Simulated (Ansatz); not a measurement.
Calculated with Ansatz (gas phase, PBE0-D4/def2-TZVP geometries, no zero-point term in ΔE). CCSD(T)/CBS adds triple-zeta CCSD(T) − MP2 to the extrapolated MP2 energy (def2 sets, frozen cores). Functionals use def2-TZVPP. B3LYP here is the variant with VWN-RPA as its local correlation; programs differ in this. Each species was taken in one conformer, which may not be the lowest.

Consider the formal exchange of groups at the Si–C bond: `NC(=O)[SiH2]Cl` + `CCOC=O` → `O=COC[SiH2]Cl` + `CC(N)=O`.

| level | ΔE (kJ/mol) | difference from CCSD(T)/CBS |
| --- | --- | --- |
| PBE0-D4 | -5.9 | -1.3 |
| ωB97X-V | -6.8 | -2.2 |
| ωB97M-V | -7.1 | -2.5 |
| B2PLYP | -3.3 | 1.3 |
| r2SCAN | -4.1 | 0.5 |
| PBE0 | -5.5 | -0.9 |
| B3LYP | -3.0 | 1.6 |
| HF/def2-TZVPP | -12.2 | -7.6 |
| MP2/def2-TZVPP | -5.1 | -0.5 |
| SCS-MP2/def2-TZVPP | -4.6 | 0.0 |
| CCSD/def2-TZVPP | -7.3 | -2.7 |
| HF/def2-QZVPP | -12.4 | -7.8 |
| MP2/def2-QZVPP | -4.8 | -0.2 |
| SCS-MP2/def2-QZVPP | -4.3 | 0.3 |
| HF/CBS(def2) | -12.4 | -7.8 |
| CCSD/CBS(def2) | -6.7 | -2.1 |
| CCSD(T)/CBS | -4.6 | 0 |

Largest T1 diagnostic among the species: 0.015.

In def2-TZVPP, CCSD(T) changes the Hartree–Fock value by +7.1 kJ/mol (the triples alone add +2.1 kJ/mol) and MP2 by +7.2 kJ/mol. From PBE to PBE0 (25 % exact exchange), in def2-TZVPP and without D4, ΔE moves by −5.2 kJ/mol.
